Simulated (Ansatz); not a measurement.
H₄Si₂ (SMILES [SiH][SiH3]), singlet, at a GFN2-xTB geometry. Base run: HF/aug-cc-pVDZ in Ansatz (a first-principles code).

Ansatz was given this input:
Ansatz 0.2 input:
```yaml
crystal:
  periodic: [false, false, false]
  atoms:
    - {symbol: Si, position_ang: [-0.28890628, 0.94648061, 0.77145085]}
    - {symbol: H, position_ang: [0.38260808, 2.12232723, 0.12965429]}
    - {symbol: Si, position_ang: [0.20732861, -0.80767768, -0.59742707]}
    - {symbol: H, position_ang: [0.99631510, -0.86130348, -1.84096251]}
    - {symbol: H, position_ang: [-1.09168725, -1.38838644, -0.98924045]}
    - {symbol: H, position_ang: [0.85485143, -1.81587820, 0.26421584]}
basis:
  gaussian:
    orbitals: aug-cc-pVDZ
hamiltonian:
  xc: hf
```

Each row names what was changed in the base input (with any setting that the change needs).

| change | basis functions | E (Eh) |
|---|---|---|
| base | 90 | -580.10882 |
| basis = x2c-SVPall; relativity = spin-free X2C | 56 | -581.11126 |
| basis = cc-pVDZ-DK; relativity = spin-free X2C | 56 | -581.30955 |
| basis = x2c-TZVPall; relativity = spin-free X2C | 98 | -581.33134 |
| basis = cc-pVDZ-DK; relativity = none | 56 | -579.86220 |
| basis = x2c-TZVPall; relativity = spin-free X2C; nucleus = Gaussian | 98 | -581.33098 |
| basis = cc-pVDZ-DK; relativity = spin-free X2C; nucleus = Gaussian | 56 | -581.30918 |
| basis = x2c-TZVPall; relativity = none | 98 | -579.95337 |
| basis = x2c-SVPall; relativity = none | 56 | -579.79958 |
| basis = x2c-SVPall; relativity = spin-free X2C; nucleus = Gaussian | 56 | -581.11092 |

Totals shift with the method and basis; they matter in differences.

Ansatz warned in this series: the basis is contracted for relativity, which the run leaves out.

Basis sets contracted for a relativistic Hamiltonian are a mismatch without it, so the rows without relativity aren't non-relativistic limits. No row has spin-orbit coupling; sets with core potentials leave out the core electrons.
